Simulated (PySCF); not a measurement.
A structure optimised at PBE-D3(BJ)/def2-SVP, used in a PySCF frequency run:

```xyz
9

C     -1.6692     0.0090    -0.7494
C     -0.6254     0.4339    -0.0302
F     -0.7188     1.4236     0.8770
C      0.7879    -0.0929    -0.1115
F      0.8861    -1.0304    -1.0945
F      1.1340    -0.6694     1.0796
H     -1.5249    -0.7985    -1.4778
H     -2.6633     0.4578    -0.6167
H      1.5166     0.7271    -0.3171
```

Problem. Write its SMILES and formula.

Solution. C=C(F)C(F)F, C3H3F3

Problem. What are its rotational constants (standard atomic weights)?

Solution. 5.1093, 3.1507, 2.1651 GHz
